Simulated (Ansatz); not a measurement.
Cartesian coordinates in Å:
```
C 0.494 1.507 -0.091
C 0.102 0.263 0.162
C 0.024 -0.314 1.540
Ge -0.397 -0.863 -1.334
F -0.207 0.116 -2.767
H 0.785 2.180 0.713
H 0.540 1.899 -1.101
H -0.995 -0.636 1.781
H 0.664 -1.197 1.641
H 0.334 0.416 2.292
H 0.532 -2.075 -1.525
H -1.873 -1.296 -1.310
```

The species carries charge 0 and has multiplicity 1.

Question: List the B3LYP/def2-TZVPP orbital energies in eV (the Gaussian-basis code of Ansatz). (Estimate.)

Answer: Computed: Occupied: -10850.81, -1355.13, -1206.05, -1206.02, -1206.01, -670.49, -277.33, -277.13, -276.98, -169.73, -120.05, -119.94, -119.93, -33.97, -33.55, -33.54, -33.45, -33.45, -30.66, -21.90, -19.14, -16.07, -14.28, -12.78, -12.16, -11.85, -11.27, -11.22, -10.85, -10.32, -9.29, -8.48, -7.56. Lowest empty: -0.51, -0.10, 0.75, 1.25, 1.62, 2.43, 2.45, 2.93.

B3LYP here is the variant with VWN-RPA as its local correlation; programs differ in this.
